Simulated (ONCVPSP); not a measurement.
# Pseudopotential generation for Ar (Z = 18): ONCV, PBEsol, non-relativistic.

ONCVPSP 4.0.1 was run on this input:

```
# ATOM AND REFERENCE CONFIGURATION
# atsym  z   nc   nv     iexc    psfile
  Ar 18.00    1    4  -116133      upf
#
#   n    l    f
    1    0    2.00
    2    0    2.00
    2    1    6.00
    3    0    2.00
    3    1    5.50
#
# PSEUDOPOTENTIAL AND OPTIMIZATION
# lmax
    1
#
#   l,   rc,      ep,       ncon, nbas, qcut
    0    0.70    0.00    4    7   15.00
    1    0.65    0.00    4    7   24.10
#
# LOCAL POTENTIAL
# lloc, lpopt,  rc(5),   dvloc0
    4    5    0.45    3.00
#
# VANDERBILT-KLEINMAN-BYLANDER PROJECTORs
# l, nproj, debl
    0    2    4.00
    1    2    3.30
#
# MODEL CORE CHARGE
# icmod, fcfact, rcfact
    3    2.25    1.35
#
# LOG DERIVATIVE ANALYSIS
# epsh1, epsh2, depsh
  -12.00    5.00    0.04
#
# OUTPUT GRID
# rlmax, drl
    6.00    0.01
#
# TEST CONFIGURATIONS
# ncnf
    4
# nvcnf
#   n    l    f
    4
    2    0    2.00
    2    1    6.00
    3    0    2.00
    3    1    6.00
#
    4
    2    0    2.00
    2    1    6.00
    3    0    2.00
    3    1    5.00
#
    4
    2    0    2.00
    2    1    6.00
    3    0    2.00
    3    1    4.00
#
    4
    2    0    2.00
    2    1    5.00
    3    0    2.00
    3    1    6.00
#
```

Command:

```bash
oncvpspnr.x < Ar.dat > Ar.out
```

The program printed (shortened: citation, most of the input echo, consistency checks and plot data are left out):

```
ONCVPSP  (Optimized Norm-Conservinng Vanderbilt PSeudopotential)
scalar-relativistic version 4.0.1

#   n    l    f        energy (Ha)
    1    0    2.00    -1.1423872E+02
    2    0    2.00    -1.1055229E+01
    2    1    6.00    -8.6797333E+00
    3    0    2.00    -1.1010578E+00
    3    1    5.50    -5.8662762E-01

Reference configufation results
  iterations    21
  all-electron total energy (Ha)   -5.26366121D+02

Begin loop to  construct optimized pseudo wave functions
and semi-local pseudopoentials for all angular momenta

Calculating optimized projector #   1

 for l=   0

    Fraction of norm inside rc  0.932178
    Optimizing pswf for qcut=  15.00 a_B^-1,  ecut= 112.56 Ha
    Residual kinetic energy error=  2.32D-05 Ha

    Energy error per electron        Cutoff
         Ha          eV             Ha
         0.01000     0.27211       43.69
         0.00100     0.02721       54.60
         0.00010     0.00272       96.69
         0.00001     0.00027      170.79

Calculating optimized projector #   2

 for l=   0

    Fraction of norm inside rc  0.063137
    Optimizing pswf for qcut=  15.00 a_B^-1,  ecut= 112.56 Ha
    Residual kinetic energy error=  7.19D-05 Ha

    Energy error per electron        Cutoff
         Ha          eV             Ha
         0.01000     0.27211       36.72
         0.00100     0.02721       53.09
         0.00010     0.00272      107.70
         0.00001     0.00027      277.19

Calculating optimized projector #   1

 for l=   1

    Fraction of norm inside rc  0.915530
    Optimizing pswf for qcut=  24.07 a_B^-1,  ecut= 289.66 Ha
    Residual kinetic energy error=  5.06D-07 Ha

    Energy error per electron        Cutoff
         Ha          eV             Ha
         0.01000     0.27211      182.55
         0.00100     0.02721      215.45
         0.00010     0.00272      243.30
         0.00001     0.00027      264.58

Calculating optimized projector #   2

 for l=   1

    Fraction of norm inside rc  0.042875
    Optimizing pswf for qcut=  24.07 a_B^-1,  ecut= 289.66 Ha
    Residual kinetic energy error=  6.38D-07 Ha

    Energy error per electron        Cutoff
         Ha          eV             Ha
         0.01000     0.27211      155.20
         0.00100     0.02721      199.48
         0.00010     0.00272      235.09
         0.00001     0.00027      262.22

Construct Vanderbilt / Kleinmman-Bylander projectors

B matrix Hermiticity error, ll=   0
   1   2    2.4416E-08

  Orthonormal projector coefficients  2.1097E+01  3.5126E+00

B matrix Hermiticity error, ll=   1
   1   2   -5.0332E-09

  Orthonormal projector coefficients -2.6836E+01 -7.4694E+00

Model core correction analysis
  based on d2Exc/dn_idn_j

d2excae - all-electron derivatives

   -1.112050D-01   -1.004207D-01   -8.119384D-03   -5.220645D-03
   -1.004223D-01   -1.139613D-01   -8.207555D-03   -6.991793D-03
   -8.119662D-03   -8.207855D-03   -3.583002D-02   -3.108454D-02
   -5.220839D-03   -6.992093D-03   -3.108522D-02   -2.906930D-02

d2excps - pseudofunction derivatives with no core correction

   -1.117639D-01   -1.081606D-01   -8.823844D-03   -6.417360D-03
   -1.081614D-01   -1.157119D-01   -8.672389D-03   -7.024355D-03
   -8.824595D-03   -8.672707D-03   -3.593770D-02   -3.118322D-02
   -6.417691D-03   -7.024691D-03   -3.118389D-02   -2.907716D-02

rms 2nd derivative error    2.822897E-03

rmatch, rhocmatch    0.1382  339.7647

Teter function model core charge with specified parameters

d2excps - pseudofunction derivatives with core correction

   -1.048471D-01   -1.066133D-01   -7.967153D-03   -6.263681D-03
   -1.066129D-01   -1.148058D-01   -8.483608D-03   -6.933839D-03
   -7.967326D-03   -8.483929D-03   -3.583168D-02   -3.116476D-02
   -6.263884D-03   -6.934192D-03   -3.116543D-02   -2.906858D-02

rms 2nd derivative error    2.740930E-03

Pseudoatom total energy -212.379895

Diagnostic tests using Vanderbilt-Kleinman-Bylander pseudopotentials
  1 or more projectors used as specified by nproj input data

   l    rcore       rmatch      e in        delta e   norm test  slope test

   0   0.7035174   0.7248777 -11.0552294   0.0000005   1.0000001   1.0000001
   0   0.7035174   0.7248777  -1.1010578   0.0000000   1.0000000   1.0000000

   1   0.6508802   0.6706423  -8.6797333  -0.0000005   0.9999999   0.9999998
   1   0.6508802   0.6706423  -0.5866276   0.0000000   1.0000000   1.0000000

 Testing for bound ghosts
   n   l    E NL Schr. Eq   E Basis Diag.   E Cutoff

   1   0      -11.055229      -11.055212    383.05
   2   0       -1.101058       -0.726540    383.05

   2   1       -8.679734       -8.679594    527.08
   3   1       -0.586628        0.143861    527.08

 Testing for highly-localized positive-energy ghosts
       l    <radius>/rc     E Basis Diag.   E Cutoff

Test configuration 0

   n   l     f        eae           eps        diff
   1   0  2.0000 -114.23871979
   2   0  2.0000  -11.05522937  -11.05522892    4.55D-07
   2   1  6.0000   -8.67973328   -8.67973382   -5.40D-07
   3   0  2.0000   -1.10105777   -1.10105777    0.00D+00
   3   1  5.5000   -0.58662762   -0.58662762    0.00D+00

    Total energies and differences
      AE_ref= -5.26366121D+02  AE_tst= -5.26366121D+02  dif=  0.00D+00
      PS_ref= -2.12379895D+02  PS_tst= -2.12379895D+02  dif= -9.38D-13
      PSP excitation error=  9.38D-13

Test configuration 1

   n   l     f        eae           eps        diff
   1   0  2.0000 -113.99050072
   2   0  2.0000  -10.81140025  -10.81139890    1.34D-06
   2   1  6.0000   -8.43534971   -8.43573735   -3.88D-04
   3   0  2.0000   -0.88105290   -0.88103510    1.78D-05
   3   1  6.0000   -0.37666145   -0.37666788   -6.43D-06

    Total energies and differences
      AE_ref= -5.26366121D+02  AE_tst= -5.26606280D+02  dif= -2.40D-01
      PS_ref= -2.12379895D+02  PS_tst= -2.12620055D+02  dif= -2.40D-01
      PSP excitation error=  1.98D-06

Test configuration 2

   n   l     f        eae           eps        diff
   1   0  2.0000 -114.51128077
   2   0  2.0000  -11.32115854  -11.32118869   -3.02D-05
   2   1  6.0000   -8.94648015   -8.94594917    5.31D-04
   3   0  2.0000   -1.33597837   -1.33599966   -2.13D-05
   3   1  5.0000   -0.81148755   -0.81147031    1.72D-05

    Total energies and differences
      AE_ref= -5.26366121D+02  AE_tst= -5.26017174D+02  dif=  3.49D-01
      PS_ref= -2.12379895D+02  PS_tst= -2.12030952D+02  dif=  3.49D-01
      PSP excitation error=  3.78D-06

Test configuration 3

   n   l     f        eae           eps        diff
   1   0  2.0000 -115.12345212
   2   0  2.0000  -11.91254779  -11.91273609   -1.88D-04
   2   1  6.0000   -9.54038045   -9.53830828    2.07D-03
   3   0  2.0000   -1.84383581   -1.84390405   -6.82D-05
   3   1  4.0000   -1.29975246   -1.29965041    1.02D-04

    Total energies and differences
      AE_ref= -5.26366121D+02  AE_tst= -5.24965574D+02  dif=  1.40D+00
      PS_ref= -2.12379895D+02  PS_tst= -2.10979404D+02  dif=  1.40D+00
      PSP excitation error=  5.68D-05

Test configuration 4

   n   l     f        eae           eps        diff
   1   0  2.0000 -116.03984246
   2   0  2.0000  -12.20331121  -12.21480652   -1.15D-02
   2   1  5.0000   -9.92440602   -9.88133343    4.31D-02
   3   0  2.0000   -1.44756070   -1.45004945   -2.49D-03
   3   1  6.0000   -0.90266095   -0.90129397    1.37D-03

    Total energies and differences
      AE_ref= -5.26366121D+02  AE_tst= -5.17439671D+02  dif=  8.93D+00
      PS_ref= -2.12379895D+02  PS_tst= -2.03473569D+02  dif=  8.91D+00
      PSP excitation error=  2.01D-02
```

oncvpspnr.x prints “scalar-relativistic version” in its banner although the run is non-relativistic.

The run took about 2.2 s on one core of a shared server CPU.
